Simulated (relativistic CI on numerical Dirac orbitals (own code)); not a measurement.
Ru⁶⁺: 3p photoemission

Computed with this model: Dirac-Coulomb-Breit CI, orbitals from a KLI potential per configuration, model QED, valence Slater integrals scaled by 0.8, multiplet model of photoemission in the sudden approximation; configurations [Kr] 4d2 → [Ne] 3s2 3p5 3d10 4s2 4p6 4d2; 80 K; Lorentzian 1.4 eV and Gaussian 0.6 eV FWHM. Energies are those of the free ion, without screening or charge transfer. The energies are binding energies and can lie tens of eV above those of solids. S is read from ⟨S²⟩ = S(S + 1).

Field parameters in Wybourne normalisation: D4h B²₀ = −7Ds, B⁴₀ = 21(Dq − Dt), B⁴₄ = 21√(5/14) Dq. The field is a parameter set, without covalency.

Computed curve for free ion, scaled to 100 at the maximum (points under 2 are left out and the grid is thinned):

Energy (eV), Intensity and a bar:
```
    564.2        2.1 
    564.8        2.6 
    565.2        3.1 
    565.8        4.1 #
    566.2        5.0 #
    566.8        7.3 ##
    567.2        9.7 ##
    567.8       16.5 ####
    568.2       25.4 #######
    568.8       52.9 ################
    569.2       79.9 ########################
    569.8      100.0 ##############################
    570.2       83.8 #########################
    570.8       46.4 ##############
    571.4       25.2 #######
    571.8       18.1 #####
    572.4       11.7 ###
    572.8        8.8 ##
    573.4        5.7 #
    573.8        4.5 #
    574.4        3.3 
    574.8        2.8 
    575.4        2.2 
    588.4        2.0 
    589.0        2.7 
    589.4        3.3 
    590.0        4.9 #
    590.6        8.2 ##
    591.0       12.3 ###
    591.6       26.0 #######
    592.0       41.4 ############
    592.6       53.8 ################
    593.0       44.3 #############
    593.6       22.8 ######
    594.0       14.2 ####
    594.6        7.8 ##
    595.0        5.6 #
    595.6        3.6 
    596.0        2.8 
    596.6        2.1
```

The ground state has S = 0.98, and the centroid lies at 577.40 eV.
